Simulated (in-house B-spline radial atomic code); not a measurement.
Ca⁺. Computed with a B-spline radial atomic code. Model: non-relativistic spherical atom: semilocal Troullier-Martins pseudo-atom, one channel per l, against all electrons, high spin, G0W0 and RPA with empty states to l = 8, local potential for every l without a channel, a model core (radius 0 = none) keeps its share of the functional.

What the tables leave out is listed at the end.

The pseudopotential gives back the lowest level of each angular momentum of its own functional in the configuration it was made in; a second state of the same l is only approximately right. Exact exchange, RPA and GW see the smooth pseudo-orbitals and miss the exchange with the core, for which the functional's share stands in. The column with an uncorrelated core keeps all orbitals and exact exchange, and so separates missing core correlation from pseudisation. Only the three outermost levels and the lowest empty one were computed. RPA here is direct RPA, with no exchange kernel, and its energies carry an (l + 1/2)⁻⁴ tail. A hybrid on a potential with a model core restores only its own semilocal share of the core's exchange.

Command:
```bash
python run_psgw.py task.json out
```
Settings (lengths in bohr, energies in hartree):
```
Z                      20
electrons              19
configuration          [Ar] 4s1
generated_in           [Ar] 4s2
functional             pbe,pbe
core_shells            3
radius_factor          0.8
core_correction        False
ion_configuration      [Ne] 3s2 3p6
```

Run time, properties included: 28 s on 1 thread of Arm Neoverse V2 (shared host).

Given: made with PBE; model core radius 0 bohr; local radius 0.973 bohr; mean-field start PBE.

Valence shells of the generating configuration: 3s, 3p, 4s.

Channel: s 0.806, p 0.839, d 1.92 (radii in bohr).

Computed: largest level miss in the spin-unpolarised generating configuration 0.04 eV; valence RPA correlation energy all-electron orbitals -0.50505 hartree; valence RPA correlation energy pseudo -0.54899 hartree; all-electron RPA polarisability, core included 47.099 bohr³; pseudo-atom RPA polarisability 45.999 bohr³; ionisation by mean-field all-electron 11.99 eV; ionisation by mean-field pseudo minus all 0.103 eV.

```tsv
level	occupied	mean-field all-electron (eV)	mean-field pseudo minus all (eV)	G0W0 all-electron (eV)	G0W0 uncorrelated core minus all (eV)	G0W0 pseudo minus all (eV)	exchange self-energy all-electron (eV)	exchange self-energy pseudo (eV)
4s up	1	-9.3035	-0.076	-12.315	0.013	-0.11	-8.2971	-7.9467
3d up (empty)	0	-8.6167	-0.035	-4.407	0.063	-0.023	-7.4205	-6.724
```

Task: What is the ionisation by RPA all-electron?

Result: 12.44 eV.

Task: What is the ionisation by RPA pseudo minus all?

Result: 0.094 eV.

Given: mean-field start PBE0.

Computed: all-electron RPA polarisability, core included 39.667 bohr³; pseudo-atom RPA polarisability 38.805 bohr³; ionisation by mean-field all-electron 11.875 eV; ionisation by mean-field pseudo minus all 0.098 eV; ionisation by RPA all-electron 12.235 eV; ionisation by RPA pseudo minus all 0.098 eV.

```
          level  occupied  mean-field all-electron (eV)  mean-field pseudo minus all (eV)  G0W0 all-electron (eV)  G0W0 uncorrelated core minus all (eV)  G0W0 pseudo minus all (eV)  exchange self-energy all-electron (eV)  exchange self-energy pseudo (eV)
          4s up         1                       -9.9147                            -0.079                 -12.285                                  0.014                      -0.108                                 -8.1837                            -7.861
4s down (empty)         0                       -7.3449                            -0.069                 -6.2355                                  0.012                      -0.066                                 -1.4253                           -1.0392
```

Task: What is the valence RPA correlation energy pseudo?

Result: -0.50648 hartree.

Task: What is the valence RPA correlation energy all-electron orbitals?

Result: -0.46641 hartree.

Given: mean-field start Hartree-Fock.

Computed: valence RPA correlation energy all-electron orbitals -0.38791 hartree; valence RPA correlation energy pseudo -0.41904 hartree; all-electron RPA polarisability, core included 29.26 bohr³; pseudo-atom RPA polarisability 28.748 bohr³; ionisation by mean-field all-electron 11.315 eV; ionisation by mean-field pseudo minus all 0.082 eV.

```
          level  occupied  mean-field all-electron (eV)  mean-field pseudo minus all (eV)  G0W0 all-electron (eV)  G0W0 uncorrelated core minus all (eV)  G0W0 pseudo minus all (eV)  exchange self-energy all-electron (eV)  exchange self-energy pseudo (eV)
          4s up         1                       -11.337                            -0.083                 -12.126                                  0.012                      -0.093                                 -7.7657                           -7.5071
        3p down         ?                             ?                                 ?                       ?                                      ?                           ?                                       ?                                 ?
          3p up         1                         -43.1                            -0.145                 -43.075                                  0.134                       -0.11                                 -31.359                           -28.117
4s down (empty)         0                       -4.9695                            -0.045                 -5.9062                                  0.008                      -0.054                                -0.78087                           -0.5843
```

Task: What belongs in the row 3p down?

Result: occupied: 1; mean-field all-electron (eV): -42.975; mean-field pseudo minus all (eV): -0.131; G0W0 all-electron (eV): -42.967; G0W0 uncorrelated core minus all (eV): 0.137; G0W0 pseudo minus all (eV): -0.099; exchange self-energy all-electron (eV): -31.306; exchange self-energy pseudo (eV): -28.034.

Task: What is the ionisation by RPA pseudo minus all?

Result: 0.094 eV.

Task: What is the ionisation by RPA all-electron?

Result: 11.984 eV.

Among the listed levels the largest G0W0 shift of the pseudo-atom is -0.11 eV, for 4s up on the PBE start, while leaving the core uncorrelated moves that level by +0.01 eV. The rest, -0.12 eV, comes from pseudisation and the lost core exchange. Not in the tables (levels of low weight, unsolved or above zero; the highest and the empty levels are kept at any weight): on PBE the G0W0 levels 3p down (pseudo minus all -0.13 eV, weights 0.35 and 0.37), 3p up (pseudo minus all -0.14 eV, weights 0.35 and 0.37); on PBE0 the G0W0 levels 3p down (pseudo minus all -0.16 eV, weights 0.74 and 0.75), 3p up (pseudo minus all -0.17 eV, weights 0.73 and 0.74).
